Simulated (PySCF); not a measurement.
Al(OH)3 (AlH3O3), SMILES [OH][Al]([OH])[OH]. Atoms are numbered in the order given.

```xyz
7

Al     0.0000     0.0000     0.0000
O      0.1519     1.6901     0.0000
H      0.9946     2.1510     0.0000
O      1.3877    -0.9766     0.0000
H      1.3655    -1.9368     0.0000
O     -1.5396    -0.7135     0.0000
H     -2.3601    -0.2142     0.0000
```
Charge 0, spin multiplicity 1.

Coordinates come from a r2SCAN-D4/def2-SVP optimisation. The isomer is the one that the SMILES or the coordinates give; other isomers of the formula were not compared. Other conformers were not sampled.

Level of theory: r2SCAN/def2-TZVPD in PySCF.

Symmetry labels are those of the subgroup Cs that the program uses (full group C3h).

### Question
List the valence orbital energies around the gap with their symmetry. (An estimate is asked for; the answer gives what the named calculation found.)

### Answer

```tsv
orbital	symmetry	energy (eV)
HOMO−7	A'	-12.44
HOMO−6	A'	-12.44
HOMO−5	A'	-8.44
HOMO−4	A"	-8.44
HOMO−3	A'	-8.39
HOMO−2	A'	-8.39
HOMO−1	A"	-7.76
HOMO	A"	-7.76
LUMO	A'	-1.13
LUMO+1	A"	0.66
LUMO+2	A'	0.78
LUMO+3	A'	0.78
```
